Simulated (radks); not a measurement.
Dynamic dipole polarisability and lines of the titanium ion Ti19+, [He] 2s1. Calculated with a radial shooting solver on a logarithmic mesh with Libxc functionals: non-relativistic Kohn-Sham, exchange-only LDA, spin-polarised, spherical densities, point nucleus; open shells are filled with parallel spins first. Time-dependent linear response with the Hartree and adiabatic exchange-only LDA kernel, continuum included through the Sternheimer equations. Lines are the poles of the dipole polarisability below minus the highest occupied eigenvalue, found on a grid refined at the orbital gaps; the lowest seven at most are given, and weak or close lines can be missed. The first line takes the name of the lowest orbital gap if no other gap lies below it; otherwise a line is named after a gap within 0.6 % of it, if that gap stands alone.

| photon energy (eV) | alpha (bohr^3) |
|---|---|
| 0 | 0.02691 |
| 22.647 | 0.03780 |
| 158.53 | -0.001302 |
| 294.41 | 0.0001789 |
| 430.29 | 0.0005911 |
| 566.18 | 0.0009789 |
| 702.06 | 0.002093 |
| 837.94 | -0.004140 |
| 973.82 | -0.0003084 |
| 1109.7 | -0.0006930 |
| 1245.6 | -0.001226 |

Lines (eV, oscillator strength): 41.823 (29.65 nm, 2s-2p), f = 0.0620; 799.69 (1.550 nm, 2s-3p), f = 0.376; 1060.0 (1.170 nm, 2s-4p), f = 0.0908; 1176.9 (1.053 nm, 2s-5p), f = 0.0374; 1239.6 (1.000 nm, 2s-6p), f = 0.0194; 1277.1 (0.9708 nm, unassigned), f = 0.0115; 1301.3 (0.9527 nm, unassigned), f = 0.00737. Higher lines, where found, are left out when the end of the mesh affects them. Those listed give 100 % of the static polarisability (sum of f/w^2). Orbital energy gaps for comparison: 2s-2p 38.965 eV; 2s-3p 802.66 eV; 2s-4p 1061.0 eV; 2s-5p 1177.4 eV; 2s-6p 1239.9 eV.
